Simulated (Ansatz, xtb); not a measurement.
# Relative energy of two structures of CH3BZn

Structure a is a singlet given by its coordinates and structure b is a singlet given by its coordinates. Both are isolated molecules in the gas phase, relaxed with PBE0-D3(BJ)/def2-SVP.

a (Å):

```
atom    x (Å)    y (Å)   z (Å)
   C   0.3661   1.1012  0.9731
   B  -0.3875   0.7217  2.0848
  Zn  -1.4847   0.1696  3.7041
   H   0.8809   0.3747  0.3329
   H   0.4885   2.1490  0.6733
   H  -2.3220  -0.2515  4.9401
```

Close contacts (Å): C1–B2 1.40, B2–Zn3 2.03, C1–H4 1.10, C1–H5 1.10, Zn3–H6 1.55.

b (Å):

```xyz
6

C    -1.0614    1.2195    2.1690
B    -0.1605    0.2119    1.7565
Zn    1.4345    0.1279    3.2855
H     0.1805   -0.6365    0.9796
H    -1.0311    1.8599    3.0516
H    -1.9298    1.3996    1.5151
```

Close contacts (Å): C1–B2 1.41, B2–Zn3 2.21, C1–H5 1.09, C1–H6 1.10, B2–H4 1.20.

Quicker runs give these differences E(b) − E(a): GFN2-xTB −102.7 kJ/mol; HF/STO-3G −175.4 kJ/mol (at GFN2-xTB geometries); r2SCAN-D4/def2-SVP −16.6 kJ/mol (at GFN2-xTB geometries).

Estimate E(b) − E(a) at the level CCSD(T)/def2-TZVP.

Calculated at CCSD(T)/def2-TZVP: E(b) − E(a) = −28.9 kJ/mol, so structure b lies lower.

Level by level:

```
               level              geometry  E(b) − E(a) (kJ/mol)  departure from the last row (kJ/mol)  job, with rough time for the two
            GFN2-xTB              GFN2-xTB                  −102.7                                 −73.8               optimisation, 1.2 s
           HF/STO-3G              GFN2-xTB                  −175.4                                −146.5                single point, 13 s
  r2SCAN-D4/def2-SVP              GFN2-xTB                   −16.6                                 +12.3                single point, 11 s
PBE0-D3(BJ)/def2-SVP  PBE0-D3(BJ)/def2-SVP                   −33.4                                  −4.5                optimisation, 88 s
        HF/def2-TZVP  PBE0-D3(BJ)/def2-SVP                    +9.0                                 +38.0           part of the CCSD(T) run
       MP2/def2-TZVP  PBE0-D3(BJ)/def2-SVP                   −26.9                                  +2.0           part of the CCSD(T) run
   CCSD(T)/def2-TZVP  PBE0-D3(BJ)/def2-SVP                   −28.9                                                   single point, 2.2 min
```

HF/def2-TZVP puts the two in the other order. The largest departure from CCSD(T)/def2-TZVP is that of HF/STO-3G, 146.5 kJ/mol.

With harmonic frequencies from PBE0-D3(BJ)/def2-SVP (ideal gas, rigid rotor, one conformer each, 298.15 K, 1 atm): the zero-point term adds +9.3 kJ/mol; ΔH is −20.9 and ΔG −22.4 kJ/mol.

The correlated steps freeze 7 core orbitals; the last core shell of Zn is correlated, in a basis made for valence electrons. Programs: Ansatz 0.2.0, xtb 6.7.1; the last row on 1 thread of Intel(R) Xeon(R) Processor @ 2.50GHz (Skylake/Cascade Lake) on a shared host.
